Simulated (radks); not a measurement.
Ionisation of the rhenium ion Re3+, [Xe] 4f14 5d4, to [Xe] 4f14 5d3 as the strength of local exchange is varied. Calculated with a radial shooting solver on a logarithmic mesh with Libxc functionals: Dirac Kohn-Sham, Slater X-alpha exchange (alpha = 2/3 is LDA exchange), no correlation, spin-unpolarised, spherical densities, finite nucleus; open shells are shared between the two j in proportion to 2j + 1; Fermi nuclear charge, rms radius 5.3698 fm.

alpha  E(Re3+) (hartree)  exchange (hartree)  IE (eV)  -e of the level emptied (eV)  <r> of it (bohr)
0.617        -16672.2937           -290.6855   37.248                30.615 (5d5/2)             1.731
0.667        -16695.8675           -314.7092   38.143                31.441 (5d5/2)             1.712
0.685        -16704.3627           -323.3748   38.468                31.742 (5d5/2)             1.706
0.853        -16783.8697           -404.6893   41.593                34.643 (5d5/2)             1.647
0.871        -16792.4117           -413.4482   41.937                34.964 (5d5/2)             1.641
0.921        -16816.1632           -437.8258   42.901                35.864 (5d5/2)             1.624
1.011        -16859.0041           -481.8806   44.673                37.521 (5d5/2)             1.596

NIST Atomic Spectra Database: 39 +/- 1.7 eV (theoretical). The Delta-SCF value meets it near alpha = 0.72. Spin polarisation and multiplet splitting are left out, so open shells lie too high by an amount that depends on their filling. Sharing an open shell by 2j + 1 raises it above the true ground level by a part of the spin-orbit splitting, which enters the differences from NIST.

Beside tabulated values, note that spin-unpolarised runs miss the spin-polarisation part of the exchange energy of open shells.
